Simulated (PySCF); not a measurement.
All values below come from PBE-D3(BJ)/def2-TZVP // CAM-B3LYP-D3(BJ)/def2-TZVP (PySCF 2.14.0). Gas-phase values, no solvent. Delta-SCF ions had no search for a lower state. 

Reference species (SMILES): `N#CN=[SiH2]` (neutral, multiplicity 1).

```yaml
vertical ionisation energy (Delta-SCF): 9.68 eV
dipole_moment: 6.32 D
HOMO–LUMO gap: 2.59 eV
```

Changed species: `[H]/N=[SiH]/C#N`.

Question: What does the change do to the vertical ionisation energy (Delta-SCF), dipole moment and HOMO–LUMO gap?

Answer: the vertical ionisation energy (Delta-SCF) rises by 0.74 eV, to 10.42 eV; the dipole moment falls by 2.61 D, to 3.71 D; the HOMO–LUMO gap goes up by 0.78 eV, to 3.37 eV.
